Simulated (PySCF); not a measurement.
C$_{4}$H$_{9}$ClSi (SMILES C=C[Si](C)(C)Cl), singlet, geometry from GFN2-xTB, with bond 13-5 at 1.8 times its length; PySCF with CASSCF(6,6)/STO-3G.

Input for PySCF:
```python
from pyscf import gto, scf, mcscf
import numpy

mol = gto.Mole()
mol.atom = '''
    C     2.48597956    0.10208758   -1.14798740
    C     1.63976501   -0.39443581   -0.25857921
    Si   -0.16688265    0.13868432   -0.08009261
    C    -0.29471852    1.98401588    0.37755820
    C    -1.14980610   -0.22792340   -1.67084562
    Cl   -0.96685612   -0.96384145    1.44439559
    H     2.19097103    0.86563683   -1.84934640
    H     3.51099991   -0.22776192   -1.21968962
    H     2.00188558   -1.16024170    0.41720128
    H    -1.32975379    2.29009680    0.50178959
    H     0.14475196    2.60946946   -0.39301796
    H     0.22382709    2.19650148    1.30820167
    H    -1.10035686   -2.13200550   -2.11319141
    H    -2.19293311    0.05722584   -1.56599837
    H    -0.74182295    0.31607879   -2.51685121
'''
mol.basis = 'sto-3g'
mol.verbose = 4
mol.build()

mf = scf.RHF(mol)
mf.kernel()
mc = mcscf.CASSCF(mf, 6, 6)
mc.kernel()
occ = numpy.linalg.eigvalsh(mc.fcisolver.make_rdm1(mc.ci, mc.ncas, mc.nelecas))[::-1]
ss = mc.fcisolver.spin_square(mc.ci, mc.ncas, mc.nelecas)[0]
print('natural occupations', occ.round(4), ' <S^2>', round(ss, 4))
```

Output, abridged:

```
PySCF version 2.14.0

[INPUT] verbose = 4
[INPUT] num. atoms = 15
[INPUT] num. electrons = 64
[INPUT] charge = 0
[INPUT] spin (= nelec alpha-beta = 2S) = 0
[INPUT] symmetry False subgroup None
[INPUT] Mole.unit = angstrom
[INPUT] Symbol           X                Y                Z      unit          X                Y                Z       unit  Magmom
[...]
nuclear repulsion = 353.71864491363
number of shells = 31
number of NR pGTOs = 141
number of NR cGTOs = 47
basis = sto-3g
ecp = {}

******** <class 'pyscf.scf.hf.RHF'> ********
method = RHF
initial guess = minao
damping factor = 0
level_shift factor = 0
DIIS = <class 'pyscf.scf.diis.CDIIS'>
diis_start_cycle = 1
diis_space = 8
diis_damp = 0
SCF conv_tol = 1e-09
SCF conv_tol_grad = None
SCF max_cycles = 50
direct_scf = True
direct_scf_tol = 1e-13
Set gradient conv threshold to 3.16228e-05
Initial guess from minao.
init E= -894.941200290456
[...]
cycle= 1 E= -894.848508859549  delta_E= 0.0927  |g|= 0.288  |ddm|= 4.47
[...]
cycle= 2 E= -894.892020751576  delta_E= -0.0435  |g|= 0.0784  |ddm|= 0.652
[...]
cycle= 3 E= -894.894698327679  delta_E= -0.00268  |g|= 0.032  |ddm|= 0.174
[...]
cycle= 4 E= -894.895101887663  delta_E= -0.000404  |g|= 0.00711  |ddm|= 0.0564
[...]
cycle= 5 E= -894.89512382479  delta_E= -2.19e-05  |g|= 0.0013  |ddm|= 0.0131
[...]
cycle= 6 E= -894.895125326754  delta_E= -1.5e-06  |g|= 0.000451  |ddm|= 0.00371
[...]
cycle= 7 E= -894.895125491549  delta_E= -1.65e-07  |g|= 0.000219  |ddm|= 0.00108
[...]
cycle= 8 E= -894.895125522838  delta_E= -3.13e-08  |g|= 3.25e-05  |ddm|= 0.000555
[...]
cycle= 9 E= -894.895125523828  delta_E= -9.9e-10  |g|= 6.57e-06  |ddm|= 0.000104
[...]
Extra cycle  E= -894.895125523854  delta_E= -2.57e-11  |g|= 2.31e-06  |ddm|= 1.34e-05
converged SCF energy = -894.895125523854

******** <class 'pyscf.mcscf.mc1step.CASSCF'> ********
CAS (3e+3e, 6o), ncore = 29, nvir = 12
max_cycle_macro = 50
max_cycle_micro = 4
conv_tol = 1e-07
conv_tol_grad = None
orbital rotation max_stepsize = 0.02
orbital rotation threshold for CI restart = 0.01
augmented hessian ah_max_cycle = 30
augmented hessian ah_conv_tol = 1e-12
augmented hessian ah_linear dependence = 1e-14
augmented hessian ah_level shift = 1e-08
augmented hessian ah_start_tol = 2.5
augmented hessian ah_start_cycle = 3
augmented hessian ah_grad_trust_region = 3
kf_trust_region = 3
kf_interval = 4
ci_response_space = 4
ci_grad_trust_region = 3
with_dep4 0
natorb = False
canonicalization = True
sorting_mo_energy = False
[...]
conv_tol = 1e-08
davidson only = False
linear dependence = 1e-12
level shift = 0.001
max iter space = 12
nroots = 1
pspace_size = 400
spin = None
CASCI E = -894.992315069390  S^2 = 0.0000000
Set conv_tol_grad to 0.000316228
macro iter   1 ( 21 JK    4 micro), CASSCF E = -895.021612598725  dE = -2.92975293e-02  S^2 = 0.0000000
               |grad[o]|=0.0665  |grad[c]|=0.0539  |ddm|=0.0581  |maxRot[o]|=0.184
macro iter   2 ( 21 JK    4 micro), CASSCF E = -895.026360250546  dE = -4.74765182e-03  S^2 = 0.0000000
               |grad[o]|=0.0237  |grad[c]|=0.0139  |ddm|=0.0592  |maxRot[o]|=0.241
macro iter   3 ( 21 JK    4 micro), CASSCF E = -895.033430882535  dE = -7.07063199e-03  S^2 = 0.0000000
               |grad[o]|=0.0153  |grad[c]|=0.0115  |ddm|=0.0195  |maxRot[o]|=0.311
macro iter   4 ( 21 JK    4 micro), CASSCF E = -895.039302027247  dE = -5.87114471e-03  S^2 = 0.0000000
               |grad[o]|=0.0135  |grad[c]|=0.0236  |ddm|=0.0103  |maxRot[o]|=0.273
macro iter   5 ( 20 JK    4 micro), CASSCF E = -895.040587735637  dE = -1.28570839e-03  S^2 = 0.0000000
               |grad[o]|=0.00752  |grad[c]|=0.00708  |ddm|=0.00242  |maxRot[o]|=0.127
macro iter   6 ( 18 JK    4 micro), CASSCF E = -895.040677559697  dE = -8.98240597e-05  S^2 = 0.0000000
               |grad[o]|=0.00356  |grad[c]|=0.00388  |ddm|=0.00115  |maxRot[o]|= 0.02
macro iter   7 ( 14 JK    4 micro), CASSCF E = -895.040809884108  dE = -1.32324411e-04  S^2 = 0.0000000
               |grad[o]|=0.00308  |grad[c]|=0.00291  |ddm|=0.000744  |maxRot[o]|=0.0219
macro iter   8 ( 10 JK    4 micro), CASSCF E = -895.040939157875  dE = -1.29273767e-04  S^2 = 0.0000000
               |grad[o]|=0.0024  |grad[c]|=0.00176  |ddm|=0.000489  |maxRot[o]|=0.0244
macro iter   9 (  4 JK    1 micro), CASSCF E = -895.041007958506  dE = -6.88006303e-05  S^2 = 0.0000000
               |grad[o]|=0.00144  |grad[c]|=0.0011  |ddm|=0.000234  |maxRot[o]|=0.031
macro iter  10 (  3 JK    1 micro), CASSCF E = -895.041007981517  dE = -2.30112391e-08  S^2 = 0.0000000
               |grad[o]|=6.94e-05  |grad[c]|=5.45e-05  |ddm|=4.88e-05  |maxRot[o]|=0.000457
1-step CASSCF converged in  10 macro (153 JK  34 micro) steps
CASSCF canonicalization
Density matrix diagonal elements [1.97732007 1.87249052 1.73375818 0.27664067 0.11723847 0.02255209]
CASSCF energy = -895.041007981517
CASCI E = -895.041007981517  E(CI) = -6.86898461218868  S^2 = 0.0000000
natural occupations [1.9775 1.8832 1.723  0.277  0.1172 0.022 ]  <S^2> 0.0
```
